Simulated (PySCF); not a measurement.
Electron correlation in As (arsenic, neutral)

[Ar] 3d10 4s1 4p4, high-spin 4P determinant (an excited configuration). Computed with PySCF 2.14 in x2c-QZVPPall (11s8p5d4f1g, 97 functions), with the spin-free X2C one-electron Hamiltonian (Gaussian nucleus). Frozen: [Ar] 3d10; 5 electrons correlated.

```tsv
level	correlation energy (mhartree)
CCSD	-98.63
(T)	-7.36
CCSD(T)	-105.99
```

Diagnostics: T1 = 0.030, D1 = 0.0889, largest double amplitude 0.218.

T1 exceeds 0.03, a sign that the reference determinant is poor. A double-excitation amplitude exceeds 0.15, a sign of near-degeneracy.

Cost of the coupled-cluster step: of the order of 21 core-seconds, for 5 correlated electrons.

Iterations:

```
CC2 = 0
CCSD nocc = (np.int64(4), np.int64(1)), nmo = (83, 83)
frozen orbitals [[0, 1, 2, 3, 4, 5, 6, 7, 8, 9, 10, 11, 12, 13], [0, 1, 2, 3, 4, 5, 6, 7, 8, 9, 10, 11, 12, 13]]
max_cycle = 100
direct = 0
conv_tol = 1e-08
conv_tol_normt = 1e-06
diis_space = 8
diis_start_cycle = 0
Init t2, MP2 energy = -0.0726588533460582
Init E_corr(UCCSD) = -0.0726588533470071
cycle = 1  E_corr(UCCSD) = -0.085116617363341  dE = -0.012457764  norm(t1,t2) = 0.081529
cycle = 2  E_corr(UCCSD) = -0.0902471070018202  dE = -0.00513048964  norm(t1,t2) = 0.0510095
cycle = 3  E_corr(UCCSD) = -0.0985359304030511  dE = -0.0082888234  norm(t1,t2) = 0.0352935
cycle = 4  E_corr(UCCSD) = -0.098293784653411  dE = 0.00024214575  norm(t1,t2) = 0.00577449
cycle = 5  E_corr(UCCSD) = -0.0987316802075685  dE = -0.000437895554  norm(t1,t2) = 0.002174
cycle = 6  E_corr(UCCSD) = -0.0986245250085152  dE = 0.000107155199  norm(t1,t2) = 0.00105527
cycle = 7  E_corr(UCCSD) = -0.0986199814964202  dE = 4.5435121e-06  norm(t1,t2) = 0.00167762
cycle = 8  E_corr(UCCSD) = -0.0985989923371481  dE = 2.09891593e-05  norm(t1,t2) = 0.00106287
cycle = 9  E_corr(UCCSD) = -0.0986394505451192  dE = -4.0458208e-05  norm(t1,t2) = 0.000220768
cycle = 10  E_corr(UCCSD) = -0.0986271426544295  dE = 1.23078907e-05  norm(t1,t2) = 0.000100086
cycle = 11  E_corr(UCCSD) = -0.0986282646765728  dE = -1.12202214e-06  norm(t1,t2) = 4.23913e-05
cycle = 12  E_corr(UCCSD) = -0.0986290201367786  dE = -7.55460206e-07  norm(t1,t2) = 1.22063e-05
cycle = 13  E_corr(UCCSD) = -0.0986289579432412  dE = 6.21935374e-08  norm(t1,t2) = 2.29276e-06
cycle = 14  E_corr(UCCSD) = -0.0986289442139087  dE = 1.37293326e-08  norm(t1,t2) = 1.16639e-06
cycle = 15  E_corr(UCCSD) = -0.0986289666780166  dE = -2.24641079e-08  norm(t1,t2) = 9.12972e-07
cycle = 16  E_corr(UCCSD) = -0.0986289650933697  dE = 1.58464691e-09  norm(t1,t2) = 8.66613e-07
UCCSD converged
E(UCCSD) = -2258.870177678104  E_corr = -0.09862896509336969
UCCSD(T) correction = -0.00736403695511288
```
